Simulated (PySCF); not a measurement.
Atoms are numbered as in `[O:1]=[c:2]1[c:3]([F:4])[c:5]([O:6][CH:7]([F:8])[F:9])[c:10]1=[O:11]`. Hydrogens are named by the atom that carries them.

[PySCF 2.14.0 with density-fitted response routines: shieldings: GIAO PBE0/pcSseg-1; structure optimised with GFN2-xTB; one averaged value for each set of equivalent atoms; in vacuum; non-relativistic; one conformer]

δ = σ(ref) − σ, references computed at the same level: TMS for 13C (186.93 ppm) and 1H (31.72 ppm); H2O for 17O (336.08 ppm); 19F (170.95 ppm) against CFCl3.

```json
{"atoms": "O11", "nucleus": "17O", "count": "1", "δ (ppm)": "592.6"}
{"atoms": "O6", "nucleus": "17O", "count": "1", "δ (ppm)": "215.9"}
{"atoms": "O1", "nucleus": "17O", "count": "1", "δ (ppm)": "585.3"}
{"atoms": "C5", "nucleus": "13C", "count": "1", "δ (ppm)": "192.2"}
{"atoms": "F4", "nucleus": "19F", "count": "1", "δ (ppm)": "?"}
{"atoms": "C10", "nucleus": "13C", "count": "1", "δ (ppm)": "?"}
{"atoms": "H(C7)", "nucleus": "1H", "count": "1", "δ (ppm)": "7.77"}
{"atoms": "C2", "nucleus": "13C", "count": "1", "δ (ppm)": "?"}
{"atoms": "C7", "nucleus": "13C", "count": "1", "δ (ppm)": "120.8"}
{"atoms": "F8/F9", "nucleus": "19F", "count": "2", "δ (ppm)": "-95.5"}
{"atoms": "C3", "nucleus": "13C", "count": "1", "δ (ppm)": "201.1"}
```

Task: Estimate the values marked ?.

Result: 
- C10: 196.1 ppm, ring carbonyl carbon
- C2: 187.7 ppm, ring carbonyl carbon
- F4: -71.9 ppm, fluorine on an unsaturated ring

Shifts are as computed. Against solution values, carbons near 30 ppm lie about +3 ppm off and those near 130 ppm about +5 ppm. Of 1211 compounds with measured shifts, 218 miss one by over three times the rms of a fit or turn the order of signals round; such compounds aren't used in these exercises. Unscaled 19F shifts against computed CFCl3 carry errors that often reach 10 to 50 ppm. Unscaled 17O shifts of doubly bonded oxygen tend to come out too high, by tens of ppm or more. Experimental scales use liquid or dissolved standards, which lie at an offset from isolated H2O (liquid H2O: subtract about 36 ppm).
